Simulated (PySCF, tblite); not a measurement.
Isomers of C6H13FN2Si, one GFN2-xTB conformer each. Single-point energies are computed at PBE0/pcSseg-1 (PySCF, gas phase, no added dispersion term), electronic only.

```tsv
SMILES	GFN2-xTB relative energy (kcal/mol)
C=CC[Si@@H]1NC[C@H](CF)N1	0.0
C=C(F)[Si@@H]1NC[C@@H]1N(C)C	35.3
CN(C)[SiH2][C@@H](F)CCC#N	17.5
CC1=NN([SiH](C)C)C[C@H]1F	4.2
```

Conformers: `[CH2:1]=[CH:2][CH2:3][Si@@H:4]1[NH:5][CH2:6][C@H:7]([CH2:8][F:9])[NH:10]1` with C1–C2–C3–Si4 -101°, C2–C3–Si4–N5 -75°, C6–C7–C8–F9 -178°, C3–Si4–N5–C6 -143°, Si4–N5–C6–C7 36°, N5–C6–C7–C8 83°, C6–C7–N10–Si4 24°; `[CH2:1]=[C:2]([F:3])[Si@@H:4]1[NH:5][CH2:6][C@@H:7]1[N:8]([CH3:9])[CH3:10]` with C1–C2–Si4–N5 62°, C6–C7–N8–C9 67°; `[CH3:1][N:2]([CH3:3])[SiH2:4][C@@H:5]([F:6])[CH2:7][CH2:8][C:9]#[N:10]` with C1–N2–Si4–C5 -159°, N2–Si4–C5–F6 -72°, Si4–C5–C7–C8 175°, C5–C7–C8–C9 -66°; `[CH3:1][C:2]1=[N:3][N:4]([SiH:5]([CH3:6])[CH3:7])[CH2:8][C@H:9]1[F:10]` with N3–N4–Si5–C6 26°.

What does PBE0/pcSseg-1 give for the same structures?

```csv
SMILES,PBE0/pcSseg-1 E (Eh),PBE0/pcSseg-1 (kcal/mol),GFN2-xTB (kcal/mol),point group
C=CC[Si@@H]1NC[C@H](CF)N1,-734.63216,0.0,0.0,C1
CC1=NN([SiH](C)C)C[C@H]1F,-734.62378,5.3,4.2,C1
CN(C)[SiH2][C@@H](F)CCC#N,-734.59770,21.6,17.5,C1
C=C(F)[Si@@H]1NC[C@@H]1N(C)C,-734.56678,41.0,35.3,C1
```

Both levels put the same isomer lowest; measured from each level's own lowest isomer, the values differ by up to 5.7 kcal/mol (C=C(F)[Si@@H]1NC[C@@H]1N(C)C: 35.3 against 41.0). As drawn, the highest has a four-membered ring, which the lowest lacks.

Which frontier levels, dipoles and rotational constants go with these structures?

```csv
SMILES,"HOMO (eV, PBE0/pcSseg-1)",LUMO (eV),dipole (D),"A, B, C (MHz)"
C=CC[Si@@H]1NC[C@H](CF)N1,-6.58,0.15,1.80,"2215, 596.5, 535.0"
CC1=NN([SiH](C)C)C[C@H]1F,-6.02,0.12,1.42,"1977, 694.0, 555.9"
CN(C)[SiH2][C@@H](F)CCC#N,-6.63,0.52,4.62,"2311, 518.2, 503.4"
C=C(F)[Si@@H]1NC[C@@H]1N(C)C,-6.34,-0.68,2.22,"1638, 836.8, 653.1"
```

What happens when harmonic zero-point energies from GFN2-xTB frequencies are added?

```tsv
SMILES	ZPE (kcal/mol)	electronic (kcal/mol)	with ZPE (kcal/mol)
C=CC[Si@@H]1NC[C@H](CF)N1	116.3	0.0	0.0
CC1=NN([SiH](C)C)C[C@H]1F	114.4	5.3	3.4
CN(C)[SiH2][C@@H](F)CCC#N	113.7	21.6	19.1
C=C(F)[Si@@H]1NC[C@@H]1N(C)C	114.9	41.0	39.6
```

The zero-point energies span 2.6 kcal/mol. The order is unchanged.
